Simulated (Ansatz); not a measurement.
One change: `[CH3][GeH]([NH2])[CH]=O` becomes `[CH3][GeH]([F])[CH]=O`.

Ansatz, PBE0-D4/def2-TZVP geometries, multiplicity 1. Each molecule was computed in one conformer, which needn't be the lowest.

Scalar relativity is left out up to krypton.

```
                                        property  `[CH3][GeH]([NH2])[CH]=O`
size of the dipole moment (B3LYP/def2-TZVPP) / D                       1.92
             LUMO energy (B3LYP/def2-TZVPP) / eV                      -1.60
         HOMO–LUMO gap (ωB97M-V/def2-TZVPP) / eV                       9.61
             HOMO energy (B3LYP/def2-TZVPP) / eV                      -6.28
            HOMO–LUMO gap (PBE0/def2-TZVPP) / eV                       5.14
           LUMO energy (ωB97M-V/def2-TZVPP) / eV                       0.88
```

Task: Give the same properties after the change, and the shifts. (An estimate is asked.)

Result: Computed: 
| property | `[CH3][GeH]([F])[CH]=O` | shift |
| --- | --- | --- |
| size of the dipole moment (B3LYP/def2-TZVPP) / D | 1.21 | -0.71 |
| LUMO energy (B3LYP/def2-TZVPP) / eV | -2.02 | -0.42 |
| HOMO–LUMO gap (ωB97M-V/def2-TZVPP) / eV | 9.99 | 0.38 |
| HOMO energy (B3LYP/def2-TZVPP) / eV | -7.00 | -0.72 |
| HOMO–LUMO gap (PBE0/def2-TZVPP) / eV | 5.45 | 0.31 |
| LUMO energy (ωB97M-V/def2-TZVPP) / eV | 0.53 | -0.35 |

With PBE0 the HOMO falls by 0.72 eV and the LUMO falls by 0.41 eV, so the gap widens by about 0.31 eV. PBE moves the HOMO by -0.67 eV and ωB97M-V by -0.73 eV. Dipoles are sizes alone; their direction can turn.

B3LYP here is the variant with VWN-RPA as its local correlation; programs differ in this.
